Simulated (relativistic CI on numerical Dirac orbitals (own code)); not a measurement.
# Ag⁴⁺: 4s photoemission

Computed with this model: Dirac-Coulomb-Breit CI, orbitals from a KLI potential per configuration, model QED (radiative potential, 1s self-energy scaled to tabulated hydrogen-like ionisation energies), valence Slater integrals scaled by 0.7, multiplet model of photoemission in the sudden approximation; configurations [Kr] 4d7 → [Ar] 3d10 4s 4p6 4d7; 300 K; Lorentzian 1.4 eV and Gaussian 0.6 eV FWHM. Energies are those of the free ion, without screening or charge transfer. The energies are binding energies and can lie tens of eV above those of solids. Without intra-shell correlation the exchange splitting of an s hole comes out too large, often by half or more. S is read from ⟨S²⟩ = S(S + 1).

Field parameters in Wybourne normalisation: Oh B⁴₀ = 21Dq, B⁴₄ = √(5/14) B⁴₀. The field is a parameter set, without covalency.

free ion: ground-state S = 1.46, centroid 169.76 eV. Peaks (eV, height): 167.6 (100), 171.0 (12), 173.8 (54).

Oh, 10Dq = 36700 cm⁻¹: ground-state S = 0.52, centroid 169.91 eV. Peaks (eV, height): 169.0 (100), 172.2 (39).

Strongest unbroadened transitions for free ion:

```tsv
Energy (eV)	Relative strength
167.47	100.0
167.85	15.7
170.85	0.9
170.99	3.3
171.75	0.1
171.86	0.0
173.15	0.1
173.68	56.8
174.53	6.7
174.77	0.0
```
